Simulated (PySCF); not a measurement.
Stepwise substitution at one centre (Al H-SH). Isolated molecules, 0 K electronic values unless said otherwise. One relaxed conformer stands for each flexible species; it need not be the lowest. Strings in code marks are SMILES.

Quantity: vertical ionisation energy (energy after one electron is removed minus that of the parent at the parent's geometry), in eV.

Level 1: B3LYP/6-31G* // PBE0-D3(BJ)/def2-TZVP (PySCF)
Level 2: minus the HOMO energy of HF/3-21G // PBE0-D3(BJ)/def2-TZVP (PySCF)
Level 3: minus the HOMO energy of HF/6-31G* // PBE0-D3(BJ)/def2-TZVP (PySCF)
Level 4: minus the HOMO energy of SVWN5/6-31G* // PBE0-D3(BJ)/def2-TZVP (PySCF)

| species | level 1 | level 2 | level 3 | level 4 |
|---|---|---|---|---|
| `[AlH2][SH]` | 10.24 | 10.64 | 10.47 | 6.72 |
| `[AlH3]` | 11.22 | 11.63 | 11.70 | 7.28 |
